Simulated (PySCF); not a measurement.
Order these species by their calculated properties.

Species are written as SMILES; each is one conformer at its optimised geometry, gas phase, non-relativistic unless stated; the electronic structure was computed with PySCF and density fitting.

The conformers computed, where there is a choice (atom-mapped SMILES and torsion angles):
- `[CH3:1][CH2:2][CH:3][CH2:4][OH:5]`: C1–C2–C3–C4 123°, C2–C3–C4–O5 -29°, H–O5–C4–C3 -50°
- `[F:1][CH:2]([F:3])[C:4]1=[N:5][C@@H:6]1[C:7]1[CH2:8][CH2:9]1`: F1–C2–C4–N5 69°, N5–C6–C7–C8 -56°
- `[CH:1]#[C:2][C:3](=[C:4]=[C:5]=[CH2:6])/[CH:7]=[CH:8]\[CH2:9]`: C2–C3–C7–C8 180°
- `[CH3:1][SiH2:2][C:3]([CH3:4])[CH2:5][CH2:6][Cl:7]`: C1–Si2–C3–C4 -162°, Si2–C3–C5–C6 81°, C3–C5–C6–Cl7 -179°
- `[H]/[N:6]=[C:5]1/[CH2:4][C@@H:3]([CH2:2][CH2:1])[C@H:7]1[CH3:8]`: C1–C2–C3–C4 170°

Question: Rank by isotropic g value, highest first (unrestricted B3LYP/pcH-1, mean-field spin–orbit at GFN2-xTB geometries).
A. `C[SiH2][C](C)CCCl` [radical]
B. `C#CC(=C=C=C)/C=C\[CH2]` [radical]
C. `CC[CH]CO` [radical]
D. `FC(F)C1=N[C@@H]1[C]1CC1` [radical]

Answer: A (2.00284), B (2.00268), C (2.00250), D (2.00238).

Question: Rank by smallest rotational constant, lowest first (GFN2-xTB).
A. `C(=C/C(=C=C=C)C#C)/[CH2]` [radical]
B. `FC(F)C1=N[C@@H]1[C]1CC1` [radical]
C. `CC[CH]CO` [radical]
D. `C[SiH2][C](C)CCCl` [radical]
E. `[H]/N=C1/C[C@@H](C[CH2])[C@H]1C` [radical]

Answer: D (0.675 GHz), A (0.778 GHz), B (0.984 GHz), E (1.194 GHz), C (2.473 GHz).
